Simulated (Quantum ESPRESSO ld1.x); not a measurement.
All-electron atom: In4+ in [Kr] 4d9.

Method: scalar-relativistic Kohn-Sham, LDA (Slater exchange, VWN5 correlation), spin-unpolarised, spherical densities, point nucleus; computed with ld1.x of Quantum ESPRESSO 7.5.

Energy parts (hartree):
| part | energy |
|---|---|
| total | -5872.4025 |
| kinetic | 6119.4851 |
| electron-nucleus | -14123.9296 |
| Hartree | 2284.8291 |
| exchange-correlation | -152.7870 |

Orbitals (lengths in bohr, moments of r in powers of bohr; r(max) is where P^2 peaks; r(90%) holds 90 % of the orbital's charge):
orbital  occ.  eigenvalue (hartree)     <r^2>  r(max)  r(90%)
1s          2            -1020.5626  0.001197   0.019  0.0534
2s          2             -154.3908   0.01951   0.109   0.199
2p          6             -138.8470   0.01537   0.087   0.183
3s          2              -30.7448    0.1394   0.315   0.514
3p          6              -25.6541    0.1402   0.310   0.523
3d         10              -17.7273    0.1251   0.258   0.512
4s          2               -6.1657    0.8045   0.765    1.22
4p          6               -4.6323    0.9499   0.816    1.34
4d          9               -2.4011     1.446   0.920    1.71

The highest occupied level is 4d at -65.337 eV. Summed over all electrons, <r^2> = 22.82 bohr^2, which gives a Langevin (diamagnetic) susceptibility term of -18.1 x 10^-6 cm^3/mol. The density falls to 0.001 e/bohr^3 at r = 2.81 bohr.
